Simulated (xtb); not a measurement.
Te(Br)(OMe) (CH3BrOTe), SMILES Br[Te]OC. All values are semi-empirical tight-binding results from xtb (GFN2-xTB unless named), good for trends rather than for accurate numbers. Geometry: GFN2-xTB. The structure was generated by enumeration, and PubChem lists no compound with its InChIKey, so it may never have been made. One conformer was computed; it need not be the lowest.

Computed properties:
orbital gap: 3.19 eV
zero-point energy: 25.7 kcal/mol
G − E(el) at 298.15 K (modified RRHO): 5.0 kcal/mol
static polarisability (D4 model): 78.9 bohr³
solvation energy, GFN2-xTB/ALPB(water): -1.9 kcal/mol
solvation energy, GFN2-xTB/ALPB(dmso): -7.4 kcal/mol
